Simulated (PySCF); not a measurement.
# Ir²⁺ (iridium, charge +2) across methods

[Xe] 4f14 5d7, high-spin 4F determinant. Computed with PySCF 2.14 in aug-cc-pVTZ-PP with ECP60MDF, with scalar relativity through the core potential. The B2PLYP total includes its PT2 part (frozen core); its orbital energies are those of the SCF part.

```
   method  E (hartree)  mean ε 5p β (eV)  mean ε 5d α (eV)  mean ε 5d β (eV)  Σ⟨r²⟩ (bohr²)   ⟨S²⟩
   B2PLYP    -103.2417           -76.924           -28.511           -26.531          32.64  3.753
   r2SCAN    -103.4719           -72.154           -25.681           -23.659          32.60  3.753
    M06-L    -103.5184           -71.815           -25.316           -23.589          32.33  3.754
BHandHLYP    -103.3341           -76.896           -28.513           -26.643          32.62  3.753
      PBE    -103.4526           -71.168           -25.329           -23.581          32.86  3.751
      UHF   -102.76739           -81.517           -31.219           -28.744          32.41  3.755
     PBE0    -103.4298           -74.050           -27.008           -25.117          32.65  3.752
  wB97X-V    -103.4029           -76.661           -29.284           -27.669          32.62  3.752
```

(1) Estimate the same row for LDA.

Energies and moments cover only the electrons outside the core potential. Spin-orbit coupling, absent here, splits the open shell strongly.

Answers

(1) E (hartree) = -103.2083; mean ε 5p β (eV) = -71.258; mean ε 5d α (eV) = -25.469; mean ε 5d β (eV) = -23.658; Σ⟨r²⟩ (bohr²) = 33.09; ⟨S²⟩ = 3.751.
